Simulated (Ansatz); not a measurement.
## Worked example: Sn(CH3)Br + SnH3(NH2) → Sn(CH3)(NH2) + SnH3Br

Gas-phase species: Sn(CH3)Br, singlet; SnH3(NH2), singlet; Sn(CH3)(NH2), singlet; SnH3Br `[Br][SnH3]`, singlet. The partners trade Br for NH2; both sit on Sn, so the bond types are kept.

Shapes, held fixed at every level: PBE0-D4/def2-TZVP. Flexible molecules stand in one conformer, not always the lowest. Programs: Ansatz 0.2.0. The zero-point and thermal change to 298 K, harmonic and unscaled (PBE0-D4/def2-TZVP), is +0.1 kJ/mol.

At CCSD(T)/def2-TZVPP; 1 Eh = 2625.50 kJ/mol:

| species | energy (Eh) |
| --- | --- |
| Sn(CH3)Br | -2826.250486 |
| SnH3(NH2) | -271.311971 |
| Sn(CH3)(NH2) | -309.379432 |
| SnH3Br | -2788.186363 |

Question: Work out ΔH(298 K) of the reaction at this level.

Answer: 
1. Products less reactants: (-309.379432) + (-2788.186363) − [(-2826.250486) + (-271.311971)] = -0.003338 Eh = -8.8 kJ/mol.
2. With the thermal change: -8.8 + (+0.1) = -8.7 kJ/mol.

Other levels give -12.4 (MP2/def2-SVP) to -6.2 kJ/mol (BHLYP-D4/def2-TZVPP). No measured value is set beside it here. For atoms past krypton def2 sets carry core potentials with scalar relativity. Relativity is left out for Br. Outer-core shells of Br, Sn are correlated, in sets that cover them unevenly.
